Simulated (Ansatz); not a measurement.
C₇H₁₂O₂, singlet, at a GFN2-xTB geometry. Base run: HF/6-31G** (Ansatz, a first-principles code).

Geometry (Å):
```xyz
21

C      3.4589    -0.3108     0.0711
C      2.2455    -0.7372    -0.2438
C      1.0399     0.0561     0.1023
O      1.0671     1.1167     0.6787
O     -0.0537    -0.5790    -0.3173
C     -1.3771    -0.0264    -0.1096
C     -1.5053     1.3174    -0.8266
C     -1.6584     0.1193     1.3856
C     -2.3153    -1.0598    -0.7342
H      4.3484    -0.8676    -0.1689
H      3.5834     0.6273     0.5878
H      2.0599    -1.6667    -0.7600
H     -2.5264     1.6790    -0.7443
H     -0.8352     2.0483    -0.3825
H     -1.2543     1.2045    -1.8794
H     -1.5151    -0.8355     1.8875
H     -2.6841     0.4452     1.5340
H     -0.9882     0.8518     1.8268
H     -2.0857    -1.1820    -1.7895
H     -3.3468    -0.7365    -0.6306
H     -2.1929    -2.0206    -0.2411
```
All else is at Ansatz's defaults.
Base energy -421.81028 Eh.

Variants of this job, named by their change:

```csv
change,ΔE vs base (µEh)
base,0.0
fitting.mean_field = def2-universal-JKFIT,?
nuclear_model = gaussian,47.8
"point_charge = charge:1.0 position_ang:2.2402, -5.4585, 4.8469",-590
lower_state_search = full,0.0
fitting.mean_field = cc-pVTZ-JKFIT,?
"point_charge = charge:-1.0 position_ang:-1.8215, 5.6549, 4.9938",2637
"point_charge = charge:0.5 position_ang:-0.73, -5.387, -5.599",401
forces = on,-0.1
lower_state_search = off,0.0
lower_state_search = light,0.0
```

Fill in the missing entries.


- fitting.mean_field = def2-universal-JKFIT, ΔE vs base (µEh): 265
- fitting.mean_field = cc-pVTZ-JKFIT, ΔE vs base (µEh): 161
